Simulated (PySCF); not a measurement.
Geometry:
```
atom   x (Å)   y (Å)   z (Å)
  F1   1.148   1.397   0.244
  B2   0.729   0.156   0.272
  F3   1.554  -0.760   0.736
  C4  -0.705  -0.258  -0.230
  S5  -1.712   0.775  -0.961
  H6  -1.011  -1.308  -0.081
```

Rapidly exchanging positions averaged, isolated molecule, non-relativistic, a single conformation. PBE0/pcSseg-1 with gauge-including orbitals; geometry: PBE0-D3(BJ)/def2-SVP; PySCF 2.14.0 with density-fitted response routines.

Shifts are taken against calculated references (same method and geometry level): TMS for 13C, 1H; 19F vs CFCl3; BF3·OEt2 for 11B; 33S vs CS2.

```tsv
atoms	nucleus	count	δ (ppm)
B2	11B	1	?
H6	1H	1	?
F1/F3	19F	2	-100.1
C4	13C	1	315.7
S5	33S	1	2202
```

Q: Complete the table.

A: 
- H6: 14.11 ppm, hydrogen on a thiocarbonyl carbon
- B2: 1.1 ppm, boron bonded to C, 2 F

A carbon bonded to boron is broadened by the quadrupolar boron nucleus and is often missing from a measured spectrum. Shifts are as computed. Against solution values, carbons near 30 ppm lie about +2 ppm off and those near 130 ppm about +5 ppm. Of 1211 compounds with measured shifts, 218 miss one by over three times the rms of a fit or turn the order of signals round; such compounds aren't used in these exercises. Unscaled 19F shifts against computed CFCl3 carry errors that often reach 10 to 50 ppm.
